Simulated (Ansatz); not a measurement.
This geometry of CH5BOSi (9 atoms, charge 0, multiplicity 1) is a first-order saddle point.

The calculation used RKS r2SCAN/6-31G (Ansatz).

```xyz
9
Properties=species:S:1:pos:R:3
B -0.154 1.818 -0.397
C 0.931 0.926 -0.309
O 1.034 -0.443 -0.012
Si -0.393 -1.390 0.357
H -0.968 2.659 -0.501
H 1.921 1.350 -0.506
H -0.264 -1.958 1.738
H -0.521 -2.497 -0.646
H -1.586 -0.466 0.276
```

Question: Which two structures does it join? (They come from a converged band through this point; their orientation in space is the band's.)

Answer: No bond is made or broken. The dihedral C2–O3–Si4–H7 goes from 178 to -60°. The two ends are copies of one structure, up to a mirror image or an exchange of like atoms.

First end point:

```xyz
9
Properties=species:S:1:pos:R:3
B -0.099 1.681 -0.803
C 0.921 0.980 -0.135
O 0.986 -0.294 0.454
Si -0.418 -1.341 0.470
H -0.886 2.343 -1.372
H 1.879 1.498 -0.033
H 0.033 -2.602 1.128
H -0.880 -1.583 -0.945
H -1.537 -0.682 1.235
```

Last end point:

```xyz
9
Properties=species:S:1:pos:R:3
B -0.078 1.863 -0.116
C 0.911 0.908 -0.412
O 0.957 -0.493 -0.322
Si -0.424 -1.395 0.267
H -0.838 2.733 0.101
H 1.859 1.298 -0.795
H -0.754 -0.960 1.672
H -0.013 -2.829 0.215
H -1.619 -1.125 -0.612
```

Question: How far does it lie above each of them?

Answer: 4.4 kJ/mol above the first and 4.4 kJ/mol above the second. This is the barrier of this one path; another mechanism may lie lower. Limits of this set-up: no polarisation functions.

The run took 7.3 min on 1 thread of Arm Neoverse V1 (shared host), peak memory 0.12 GiB.
